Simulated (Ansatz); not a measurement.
[Sb7]3- (Sb₇³⁻). Total charge -3; triplet. Geometry r2SCAN-D4/def2-SVPD, that of the charge -3 singlet; atoms count from 1.

```csv
atom,x (Å),y (Å),z (Å)
Sb1,0.467,-1.915,-1.022
Sb2,1.902,-1.366,1.371
Sb3,0.791,1.082,1.997
Sb4,0.127,2.319,-0.623
Sb5,0.919,0.467,-2.510
Sb6,-1.984,0.961,0.957
Sb7,-2.222,-1.548,-0.169
```

In the def2 sets Sb takes a core potential; there is no spin–orbit coupling. A multiply charged anion in the gas phase is held together partly by the finite basis. The highest occupied level of the charge -3 triplet lies above zero (up to 7.79 eV). The electron is either unbound and held by the finite basis, or the level is raised by self-interaction error. At PBE0-D4/def2-SVP a singlet of charge -3 lies 1.81 eV below the triplet at the same geometry.

(1) Estimate the Mulliken populations from the PBE0/def2-SVP orbitals of Ansatz.

(2) Where does the spin sit?

(3) And the Mayer bond orders between heavy atoms (over 0.3)?

Results:

(1) 
```json
{"atom": "Sb1", "charge (e)": "-0.21", "spin (α − β)": "-0.04"}
{"atom": "Sb2", "charge (e)": "-0.66", "spin (α − β)": "0.22"}
{"atom": "Sb3", "charge (e)": "-0.32", "spin (α − β)": "0.18"}
{"atom": "Sb4", "charge (e)": "-0.36", "spin (α − β)": "-0.08"}
{"atom": "Sb5", "charge (e)": "-0.47", "spin (α − β)": "1.31"}
{"atom": "Sb6", "charge (e)": "-0.32", "spin (α − β)": "0.18"}
{"atom": "Sb7", "charge (e)": "-0.66", "spin (α − β)": "0.22"}
```
Mulliken values depend strongly on the basis.

(2) Summed by element: Sb 2.00, of 2 unpaired in all. Largest on single atoms: Sb5 1.31, Sb7 0.22, Sb2 0.22.

(3) Sb1–Sb2 0.99 (2.84 Å); Sb1–Sb5 0.73 (2.84 Å); Sb1–Sb7 0.99 (2.84 Å); Sb2–Sb3 1.12 (2.76 Å); Sb3–Sb4 0.82 (2.97 Å); Sb3–Sb6 0.82 (2.97 Å); Sb4–Sb5 0.92 (2.76 Å); Sb4–Sb6 0.83 (2.97 Å); Sb6–Sb7 1.12 (2.76 Å).
